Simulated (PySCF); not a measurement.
C₂H₅O₂, SMILES [O]CCO, multiplicity 2. Atoms are numbered in the order given.

```xyz
9

O      1.4031     0.0385     0.7391
C      0.8151    -0.3405    -0.4213
C     -0.7195    -0.4518    -0.1945
O     -1.3335     0.7644     0.1088
H      0.9837     0.3781    -1.2552
H      1.1437    -1.3535    -0.7410
H     -0.8969    -1.1282     0.6549
H     -1.1360    -0.9267    -1.1052
H     -1.2248     1.3607    -0.6410
```
Charge 0, spin multiplicity 2.

Coordinates come from a ωB97X-D3(BJ)/def2-SVP optimisation. The isomer is the one that the SMILES or the coordinates give; other isomers of the formula were not compared. Other conformers were not sampled.

The numbers are results of PBE0/pcH-1 (PySCF), not measurements.

Unrestricted Kohn–Sham, ⟨S²⟩ = 0.754. Hyperfine tensors hold the contact and dipolar terms, without spin-orbit corrections.

### Question
Estimate the hyperfine couplings. (The exact figures need the calculation; the answer reports its results.)

### Answer

```
nucleus    A(iso) (MHz)  A(iso) (G)  dipolar principal values (MHz)
---------  ------------  ----------  ------------------------------
17O no. 1         -44.1       -15.7            -260.1, 129.4, 130.7
13C no. 2         -40.0       -14.3                  -6.6, 2.1, 4.6
13C no. 3          83.0        29.6              -12.6, -11.9, 24.5
17O no. 4          -1.9        -0.7                  -6.0, 2.6, 3.4
1H no. 5           26.2         9.3                -5.8, -4.9, 10.7
1H no. 6           74.9        26.7                -6.4, -4.7, 11.1
1H no. 7           -8.8        -3.1                -7.8, -2.5, 10.3
1H no. 8           28.1        10.0                 -5.9, -2.0, 7.9
1H no. 9            0.6         0.2                 -3.1, -2.0, 5.0
```

### Question
And the g tensor (effective nuclear charges for spin-orbit coupling, GIAO)? (An estimate is asked for; the answer gives what the named calculation found.)

### Answer
principal values 2.0021, 2.0090, 2.0593; isotropic 2.0235.
